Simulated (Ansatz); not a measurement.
These are frozen-core CCSD(T)/def2-TZVPP // BP86-D3(BJ)/def2-SVP run with Ansatz (a program for electronic structure) values and carry that method's errors.

Ansatz 0.2 input:
```yaml
crystal:
  periodic: [false, false, false]
  atoms:
    - { symbol: Zr, position_ang: [0.034396, -0.033002, -0.057069] }
    - { symbol: F, position_ang: [1.691169, 0.346373, 0.796941] }
    - { symbol: F, position_ang: [-1.282999, 1.283594, 0.329484] }
    - { symbol: F, position_ang: [0.236544, -0.335113, -1.925441] }
    - { symbol: H, position_ang: [-0.58517, -1.626219, 0.677063] }
basis:
  gaussian: { orbitals: def2-TZVPP }
correlation:
  method: ccsd_t
```

Output:

```
Functional definition: HF
1072 factors; integrals over basis functions are off by at most 9.7e-4 eV
mean field evaluation 1: about -9404.4013 eV, gradient 5.7e1 eV
mean field evaluation 2: about -9404.4888 eV, gradient 5.7e1 eV
mean field evaluation 4: about -9410.0564 eV, gradient 2.2e0 eV
mean field evaluation 8: about -9410.1226 eV, gradient 1.7e-1 eV
mean field evaluation 16: about -9404.4012 eV, gradient 5.7e1 eV
mean field -9410.12280412 eV, -345.8156346410 hartree, gradient 2.9e-6 eV, S^2 0.000000; 0 other end points of the search recorded, 0 dependent functions left out
3 core orbitals not correlated
reference -9410.12280412 eV, -345.8156346410 hartree; 17, 17 occupied and 143, 143 virtual orbitals, 1072 factors
second order -29.95841002 eV of doubles, -0.00000000 eV of singles
cycle   1  -29.01189100 eV  change    9.5e-1 eV  update   1.7e-1
cycle   2  -29.75368215 eV  change   -7.4e-1 eV  update   7.2e-2
cycle   3  -29.95447786 eV  change   -2.0e-1 eV  update   2.9e-2
cycle   4  -29.93635949 eV  change    1.8e-2 eV  update   8.4e-3
cycle   5  -29.92180967 eV  change    1.5e-2 eV  update   2.6e-3
cycle   6  -29.92324205 eV  change   -1.4e-3 eV  update   9.2e-4
cycle   7  -29.92352865 eV  change   -2.9e-4 eV  update   3.0e-4
cycle   8  -29.92326782 eV  change    2.6e-4 eV  update   1.2e-4
cycle   9  -29.92328579 eV  change   -1.8e-5 eV  update   4.0e-5
perturbative correction -1.03979293 eV, -0.0382116854 hartree
Total energy: -9441.08588284 eV, -346.9535067966 hartree
```

Cost: around 40 core-seconds (rough).
